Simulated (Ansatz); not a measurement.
Relaxation of C₂H₁₂AlNSi₂ (18 atoms, charge 0, multiplicity 1), to a largest force component of 0.015 eV/Å in at most 40 steps.

Level of theory: Ansatz 0.2.0, RKS B3LYP-D4/6-31G.

```xyz
18
Properties=species:S:1:pos:R:3:forces:R:3
C -0.749 0.431 -2.401 -2.17 2.46 -1.49
Si 0.637 -0.170 -1.413 1.24 -0.49 -0.01
Si 0.028 -0.243 0.728 1.62 0.56 0.73
C 1.571 -0.871 1.745 -3.85 -1.34 1.67
N -1.343 -1.339 0.930 -1.27 0.89 0.84
Al -0.508 1.943 1.463 -0.16 0.78 0.30
H -1.041 1.495 -2.056 0.35 -1.39 -0.51
H -0.474 0.536 -3.490 -0.57 -0.31 0.91
H -1.663 -0.185 -2.245 0.54 0.22 -0.40
H 1.795 0.732 -1.551 0.56 0.32 -0.14
H 0.984 -1.518 -1.850 0.45 -0.81 -0.33
H 1.230 -0.908 2.836 0.77 0.10 -1.19
H 2.318 -0.178 1.604 2.29 1.26 -0.23
H 1.741 -1.889 1.421 0.77 -0.25 -0.09
H -2.079 -0.812 1.425 -0.25 -0.83 -0.49
H -1.038 -2.082 1.517 -0.20 -1.46 0.42
H 0.324 2.639 2.651 0.00 0.09 -0.01
H -1.711 2.731 0.766 -0.13 0.19 0.02
```

**Question.** Where does it end, and by what steps?

**Answer.** The run converged. The force dipped under the threshold on the way, but the program's further checks kept it going. Limits of this set-up: no polarisation functions. After 33 steps the energy has fallen by 1.195 eV; H17 moved furthest, 1.65 Å.

| step | energy less start (eV) | largest force component (eV/Å) | accepted |
| --- | --- | --- | --- |
| 0 | 0.0000 | 3.853 | yes |
| 2 | -1.0053 | 1.708 | yes |
| 4 | -1.1477 | 0.445 | yes |
| 6 | -1.1683 | 0.155 | yes |
| 8 | -1.1755 | 0.212 | yes |
| 10 | -1.1719 | 0.542 | no |
| 12 | -1.1876 | 0.050 | yes |
| 14 | -1.1892 | 0.067 | yes |
| 16 | -1.1905 | 0.027 | yes |
| 18 | -1.1916 | 0.085 | yes |
| 20 | -1.1926 | 0.024 | yes |
| 22 | -1.1926 | 0.109 | no |
| 24 | -1.1929 | 0.081 | no |
| 26 | -1.1942 | 0.024 | yes |
| 28 | -1.1944 | 0.023 | yes |
| 30 | -1.1945 | 0.011 | yes |
| 32 | -1.1944 | 0.025 | no |
| 33 | -1.1946 | 0.006 | yes |

```xyz
18
Properties=species:S:1:pos:R:3
C -0.640 0.607 -2.477
Si 0.683 -0.294 -1.408
Si 0.072 -0.244 0.892
C 1.580 -0.860 1.936
N -1.376 -1.284 1.026
Al -0.651 2.028 1.532
H -0.647 1.681 -2.256
H -0.438 0.481 -3.545
H -1.634 0.202 -2.260
H 2.031 0.351 -1.620
H 0.806 -1.727 -1.875
H 1.331 -0.896 3.002
H 2.435 -0.188 1.797
H 1.879 -1.866 1.622
H -2.123 -1.094 1.678
H -1.451 -2.180 0.566
H 0.210 3.337 1.160
H -2.045 2.258 2.311
```

Run time: 4.1 min on 1 thread of Arm Neoverse V2, on a shared host, peak memory 0.25 GiB.
